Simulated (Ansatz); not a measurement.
Reactions of `FCC(F)(F)C(F)(F)F`.

Calculated with Ansatz (gas phase, PBE0-D4/def2-TZVP geometries, no zero-point term in ΔE). CBS: MP2 limit from def2 TZ/QZ plus the TZ coupled-cluster correction, frozen cores. This one scheme is used for every species, atoms too. No spin–orbit coupling; open shells (•) take unrestricted orbitals. Spin–orbit coupling would lower the free atoms: a little for C, F. One conformer a species, not always the lowest.

```tsv
reaction	HF/CBS(def2) (kJ/mol)	CCSD(T)/CBS(def2) (kJ/mol)
`FCC(F)(F)C(F)(F)F` → `F[C](F)C(F)(F)F`• + `[CH2]F`•	287	417
`FCC(F)(F)C(F)(F)F` → `FC(F)C(F)(F)C(F)F`	23	22
`FCC(F)(F)C(F)(F)F` → `FC(F)(F)CC(F)(F)F`	-85	-82
`FCC(F)(F)C(F)(F)F` → `FCC(F)(F)F` + `F[C]F`	194	232
`FCC(F)(F)C(F)(F)F` → 3 C• + 6 F• + 2 H•	3069	4494
```

Largest T1 diagnostic: 0.017, for `F[C]F`.
